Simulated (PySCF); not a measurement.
A PySCF script (with the pyscf-properties extension) for the NMR shieldings of C₆H₁₆BNO, on a PBE0-D3(BJ)/def2-SVP geometry:

```python
import basis_set_exchange as bse
import numpy as np
from pyscf import gto, dft
from pyscf.prop import nmr

atoms = """
C     1.940057    0.700180   -0.219974
C     2.065685   -0.549901    0.258184
C     3.295817   -0.966592    1.016987
B     0.968913   -1.654673    0.002542
N    -0.346572   -1.343574   -0.320623
C    -1.402427   -2.280411   -0.595367
O    -1.398277    1.444416   -0.365487
C    -1.359883    1.936547    0.943167
C    -2.447918    1.952811   -1.132561
H     2.719930    1.457299   -0.067885
H     1.057130    1.019815   -0.783698
H     4.015877   -0.142539    1.140048
H     3.806112   -1.798682    0.503374
H     3.035893   -1.347144    2.019426
H     1.266806   -2.831716    0.092372
H    -0.641152   -0.368022   -0.389457
H    -1.794870   -2.172407   -1.622343
H    -1.028715   -3.307944   -0.485563
H    -2.255312   -2.154657    0.095045
H    -2.274639    1.669196    1.506946
H    -0.487491    1.488971    1.439036
H    -1.252102    3.037809    0.957955
H    -2.373020    1.516377   -2.138262
H    -2.390504    3.054731   -1.220990
H    -3.435870    1.693141   -0.704678
"""
names = dict.fromkeys(["C", "B", "N", "O", "H"], "pcSseg-1")
basis = {el: gto.basis.parse(bse.get_basis(n, elements=[el], fmt="nwchem")) for el, n in names.items()}
mol = gto.M(atom=atoms, basis=basis, charge=0, verbose=0)
mf = dft.RKS(mol, xc="PBE0")
mf.grids.level = 2
mf.grids.alignment = dft.numint.BLKSIZE   # the property module wants whole blocks of grid points
mf.conv_tol = 1e-9
mf.kernel()

calc = nmr.RKS(mf)   # GIAO
C = mf.mo_coeff
Co = C[:, mf.mo_occ > 0]
resp = mf.gen_response(singlet=True, hermi=2)
def vind(x):   # induced exchange potential for any number of trial vectors
    d = np.einsum("pi,xij,qj->xpq", C, 2 * x.reshape(-1, C.shape[1], Co.shape[1]), Co, optimize=True)
    return np.einsum("xpq,pi,qj->xij", resp(d - d.transpose(0, 2, 1)), C, Co, optimize=True).ravel()
mo1, _ = nmr.rhf.solve_mo1(calc, with_cphf=vind)
sigma = calc.kernel(mo1)
for i, s in enumerate(sigma):   # ppm
    print("%2d %-2s %9.2f" % (i, mol.atom_pure_symbol(i), np.trace(s) / 3))
```

Problem. Give the expected output.

Solution. 
```
 0 C      54.90
 1 C      27.87
 2 C     155.72
 3 B      64.64
 4 N     141.27
 5 C     147.52
 6 O     326.20
 7 C     125.15
 8 C     124.57
 9 H      25.73
10 H      25.41
11 H      29.68
12 H      29.18
13 H      29.36
14 H      26.53
15 H      25.03
16 H      28.50
17 H      28.28
18 H      28.48
19 H      28.32
20 H      27.42
21 H      28.32
22 H      27.44
23 H      28.11
24 H      28.15
```

These numbers come from an equivalent density-fitted implementation of the same equations, which agrees with the script to about 0.01 ppm for H and up to a few tenths of a ppm for heavy atoms, so last digits may differ.

Size and cost of the density-fitted run: 233 basis functions, 61 s wall time on 1 thread of an Arm Neoverse V1, shared host; peak memory 1.2 GiB.
